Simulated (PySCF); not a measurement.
A GIAO shielding run with PySCF 2.14 (density fitting, non-relativistic, gas phase) on SMILES [C@H](CC#N)([SiH3])[SiH2]Cl, C3H8ClNSi2:

```
$ OMP_NUM_THREADS=1 python probes_run.py task.json out

{"job": {"kind": "nmr", "xc": "PBE0", "basis": "pcSseg-1"}, "charge": 0, "multiplicity": 1}
N      2.807144     0.321815    -0.684255
C      1.720914     0.167700    -1.007531
C      0.350602    -0.022432    -1.399600
C     -0.585311    -0.114749    -0.180576
Si    -0.174190    -1.646343     0.887565
Si    -0.604865     1.513543     0.813105
Cl    -1.093477     3.008294    -0.456247
H      0.294775    -0.938916    -1.997112
H      0.065315     0.817758    -2.042999
H     -1.594782    -0.265229    -0.580639
H      1.116078    -1.466900     1.543906
H     -0.134719    -2.810312    -0.003310
H     -1.244329    -1.805503     1.870828
H      0.707978     1.809003     1.371268
H     -1.635547     1.440262     1.843684
```

Hardware: 1 thread of an Arm Neoverse N1, shared host. The job also computes population analyses, field gradients.

Problem. How large is the calculation?

Solution. 78 electrons, 180 basis functions and 1000 auxiliary functions.

Problem. How long does it take, and how much memory does it need?

Solution. 63 s of wall time, with 14 SCF cycles and 5 response iterations; peak memory 0.83 GiB. Times on a shared host scatter by some tens of per cent.
